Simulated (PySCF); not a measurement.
C5H6BN, SMILES C1(C#C)B(CC=1)N.

Geometry optimised at B3LYP-D3(BJ)/def2-SVP. The structure was generated by enumeration, and PubChem lists no compound with its InChIKey, so it may never have been made. The values are those of a single conformer.

Two levels are set side by side: TDA-PBE/def2-SVPD (PySCF) and TDA-ωB97X/def2-SVPD (PySCF). Vertical, same geometry. The lowest singlet is HOMO−1→LUMO 100 % with PBE and HOMO−1→LUMO 89 % with the other functional; states are paired by order. Differences are taken from unrounded values.

```json
[
 {"quantity": "lowest singlet excitation (eV)", "TDA-ωB97X": "5.20"},
 {"quantity": "lowest triplet excitation (TDA) (eV)", "TDA-ωB97X": "3.37"},
 {"quantity": "first bright state (f over 0.05) (eV)", "TDA-ωB97X": "5.66"},
 {"quantity": "its oscillator strength", "TDA-ωB97X": "0.25"}
]
```

Problem. What does TDA-PBE give, and how far is it from TDA-ωB97X? (Estimate from the structure and the level; the computed values follow.)

Solution. 
```json
[
 {"quantity": "lowest singlet excitation (eV)", "TDA-PBE": "4.35", "TDA-PBE minus TDA-ωB97X": "-0.84"},
 {"quantity": "lowest triplet excitation (TDA) (eV)", "TDA-PBE": "3.15", "TDA-PBE minus TDA-ωB97X": "-0.22"},
 {"quantity": "first bright state (f over 0.05) (eV)", "TDA-PBE": "5.00", "TDA-PBE minus TDA-ωB97X": "-0.65"},
 {"quantity": "its oscillator strength", "TDA-PBE": "0.13", "TDA-PBE minus TDA-ωB97X": "-0.12"}
]
```

A lower first singlet is the usual sign of a functional without exact exchange. Differences between two approximate levels are no errors against the true value.

Rough cost on one machine, each run with all the roots and properties that it gave: TDA-ωB97X against TDA-PBE about 5 times.
